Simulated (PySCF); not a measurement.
Two species compared at the same levels of theory.

First species: 2-vinylanisole, C₉H₁₀O.
InChI=1S/C9H10O/c1-3-8-6-4-5-7-9(8)10-2/h3-7H,1H2,2H3

Second species: C5H12N (charge +1).
Atom-mapped SMILES: `[CH2:1]=[CH:2][N+:3]([CH3:4])([CH3:5])[CH3:6]` (hydrogens: H7, H8 on C1; H9 on C2; H10, H11, H12 on C4; H13, H14, H15 on C5; H16, H17, H18 on C6)

Levels: CAM-B3LYP/def2-SVPD for HOMO energy, LUMO energy, HOMO–LUMO gap, static isotropic polarisability and electronic spatial extent ⟨r²⟩ about the centre of nuclear charge; TDDFT CAM-B3LYP/def2-SVPD for lowest singlet excitation; TDA CAM-B3LYP/def2-SVPD for lowest triplet excitation (Tamm–Dancoff); ΔSCF CAM-B3LYP/def2-SVPD for vertical ionisation energy; PBE0-D3(BJ)/def2-SVP for rotational constant A and rotational constant C. Geometries: PBE0-D3(BJ)/def2-SVP. All species are isolated and taken at one optimised geometry, non-relativistic unless stated; the electronic structure was computed with PySCF and density fitting.

Dipoles, sizes and rotational constants follow the conformer. The torsions of the flexible species, by atom-mapped SMILES:
- `[CH2:1]=[CH:2][c:3]1[cH:4][cH:5][cH:6][cH:7][c:8]1[O:9][CH3:10]`: C1–C2–C3–C4 16°, C7–C8–O9–C10 2°
- `[CH2:1]=[CH:2][N+:3]([CH3:4])([CH3:5])[CH3:6]`: C1–C2–N3–C4 -120°

Q: Which has the higher rotational constant A?

A: The second: 4.650 GHz against 1.632 GHz, a difference of 3.018 GHz.

Q: Which has the higher HOMO–LUMO gap?

A: The second: 10.70 eV against 7.36 eV, a difference of 3.34 eV.

Q: Which of the two has the higher ⟨r²⟩, and by how much?

A: The first: 1530 bohr² against 602 bohr², a difference of 928 bohr².

Q: Which of the two has the higher vertical ionisation energy, and by how much?

A: The second: 15.29 eV against 7.92 eV, a difference of 7.37 eV.

Q: Which has the higher rotational constant C?

A: The second: 2.763 GHz against 0.752 GHz, a difference of 2.011 GHz.

Q: Which has the higher S1 energy?

A: The second: 7.95 eV against 4.61 eV, a difference of 3.34 eV.

Q: Which of the two has the higher LUMO energy, and by how much?

A: The first: 0.01 eV against -3.63 eV, a difference of 3.64 eV.

Q: Which of the two has the higher T1 energy, and by how much?

A: The second: 4.58 eV against 3.12 eV, a difference of 1.46 eV.

On the first: The 10 singlets span 4.61 to 7.06 eV, and their oscillator strengths add up to 1.10. S1 lies 2.75 eV below the HOMO–LUMO gap; its leading configuration is HOMO→LUMO, weight 0.80.

On the second: The polarisability is 9.40 Å³ as a volume (1 au = 0.148185 Å³), or 1.32 au for each of the 48 electrons. No computed singlet falls in the visible range (750 to 380 nm, 1.65 to 3.26 eV); S1 lies 4.69 eV above its blue end.
